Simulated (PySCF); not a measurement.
B3LYP has the VWN-RPA correlation part, as in Gaussian. 

# C3H5N, SMILES `C#CNC` (charge 0, multiplicity 1)

The numbers are results of B3LYP-D3(BJ)/def2-TZVP (PySCF), not measurements.

| Quantity | Result |
|---|---|
| HOMO | -6.01 eV |
| dipole moment | 0.389 e·Å |
| HOMO–LUMO gap | 6.52 eV |
| LUMO | 0.51 eV |
| total energy | -172.0734 Ha |
| cost | roughly 28 core-seconds |

Bonds (Å): C1–C2 1.203, C1–H5 1.061, C2–N3 1.341, N3–C4 1.462, N3–H6 1.010, C4–H7 1.089, C4–H8 1.090, C4–H9 1.096. Bond angles (°): C2–C1–H5 179.0, C1–C2–N3 177.5, C2–N3–C4 118.3, C2–N3–H6 114.4, C4–N3–H6 114.4, N3–C4–H7 108.9, N3–C4–H8 108.7, N3–C4–H9 112.8, H7–C4–H8 108.5, H7–C4–H9 108.6, H8–C4–H9 109.2.
